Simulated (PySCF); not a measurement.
C3, SMILES [C]=C=[C] (connectivity only; charge and spin as stated), neutral, multiplicity 1. Geometry: PBE-D3(BJ)/def2-TZVP. The isomer is the one that the SMILES or the coordinates give; other isomers of the formula were not compared.

TDA-PBE/def2-TZVPD (PySCF) puts the lowest singlet excitations at 2.98, 2.98, 4.04, 4.08, 4.08, 4.25 eV and the lowest triplet (TDA) at 1.76 eV.

Problem. What are the lowest singlet roots from EOM-CCSD/aug-cc-pVDZ run with PySCF? (The exact figures need the calculation; the answer reports its results.)

Solution. 3.39, 3.39, 3.89, 3.90, 3.90, 4.54 eV; triplets 2.22, 2.22, 2.96 eV. S1 differs by 0.41 eV (second minus first; roots are paired by order, and the bases may differ).
